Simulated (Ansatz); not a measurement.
Mulliken charges of CH5FSnZn (`[CH3][SnH2][Zn][F]`) from B3LYP/def2-TZVPP in Ansatz (PBE0-D4/def2-TZVP geometry).

```
atom   x (Å)   y (Å)   z (Å)  charge (e)
  C1   0.295   1.525   0.199      -0.578
 Sn2   0.314  -0.452  -0.638       0.638
 Zn3  -1.088  -2.087   0.715       0.335
  F4  -2.066  -3.210   1.666      -0.508
  H5   0.910   2.182  -0.417       0.128
  H6   0.696   1.506   1.212       0.124
  H7  -0.724   1.910   0.224       0.124
  H8  -0.271  -0.374  -2.246      -0.131
  H9   1.935  -1.001  -0.715      -0.131
```

**Question.** By hand: the dipole of these point charges (1 e Å = 4.8032 D).

**Answer.** Σ q r = (0.610, 0.645, -0.616) e Å, of length 1.081 e Å = 5.19 D.

**Question.** How does the dipole of the full density compare? (Best estimate.)

**Answer.** The calculation gave: (0.309, 0.521, -0.234) e Å, 3.12 D; the point charges give 1.66 times that, at 18° from its direction.

Point charges leave out the atoms' own dipoles, such as those of lone pairs, and Mulliken's split depends on the basis, so the two needn't agree.

B3LYP here is the variant with VWN-RPA as its local correlation; programs differ in this.
